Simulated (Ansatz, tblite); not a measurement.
Cost and result up the ladder for [NbOCl4]- (NbCl₄O⁻) (6 atoms). Charge -1, multiplicity 1. Geometry: B3LYP-D4/def2-SVPD.

```xyz
6

Nb    0.020    0.014   -0.108
O     0.324    0.224   -1.762
Cl   -1.184    2.009    0.527
Cl    1.940    1.001    0.976
Cl    1.013   -2.128    0.406
Cl   -2.112   -1.120   -0.039
```

Ansatz on 4 threads of Intel Xeon on a shared host; xTB runs through tblite on one thread. Times are rough, summed over both states, and most runs start from the orbitals of an earlier one. PBE0-D4/def2-TZVPD serves as the yardstick here, not as an exact answer. The other state is a triplet.

In the def2 sets Nb takes a core potential; there is no spin–orbit coupling. The xTB rows come from tblite.

xTB has no spin-polarisation term.

```csv
level,functions,wall time,vertical triplet (eV),difference from PBE0-D4/def2-TZVPD (eV),remarks
GFN1-xTB,49,0.023 s,2.49,-0.58,–
GFN2-xTB,49,0.031 s,2.41,-0.66,–
PBE-D4/def2-TZVPD (with forces),264,9.3 s,2.89,-0.18,HOMO above zero (triplet)
r2SCAN-D4/def2-TZVPD,264,17 s,2.99,-0.09,–
PBE0-D4/def2-TZVPD,264,21 s,3.07,0.00,–
```
